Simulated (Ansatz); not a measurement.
**Abstraction of F: CBrCl2F + GeHF2 → CBrCl2 + GeHF3**

Gas-phase species: CBrCl2F (bromodichlorofluoromethane) `FC(Cl)(Cl)Br`, singlet; GeHF2 `[F][GeH][F]`, doublet; CBrCl2 `Cl[C](Cl)Br`, doublet; GeHF3 `[F][GeH]([F])[F]`, singlet. A radical takes F: the energy is the difference in strength between the C–F bond broken and the Ge–F bond made.

Shapes, held fixed at every level: PBE0-D4/def2-TZVP. Programs: Ansatz 0.2.0. The zero-point and thermal change to 298 K, harmonic and unscaled (PBE0-D4/def2-TZVP), is +0.9 kJ/mol.

(1) Estimate ΔH(298 K) of this reaction.

Answers

(1) The highest level, CCSD(T)/def2-TZVPP, gives ΔH(298 K) = -123.3 kJ/mol; the levels span -132.6 to -106.2. The column of differences is taken from that level and isn't an error. No measured value is set beside it here. Open shells run unrestricted. Relativity is left out for Br, Ge. Outer-core shells of Br, Ge are correlated, in sets that cover them unevenly.

```tsv
level	kind	ΔH(298 K) (kJ/mol)	less CCSD(T)/def2-TZVPP
MP2/def2-TZVPP	perturbation theory	-118.3	+5.0
HF/def2-SVP	Hartree–Fock	-132.6	-9.3
B3LYP-D4/def2-TZVPP	global hybrid	-106.2	+17.1
BHLYP-D4/def2-TZVPP	global hybrid	-122.9	+0.4
PBE0-D4/def2-TZVPP	global hybrid	-106.2	+17.1
r2SCAN0-D4/def2-TZVPP	global hybrid	-120.4	+2.9
B2PLYP/def2-TZVPP	double hybrid	-116.9	+6.4
CCSD(T)/def2-TZVPP	coupled cluster or CI	-123.3	0.0
```
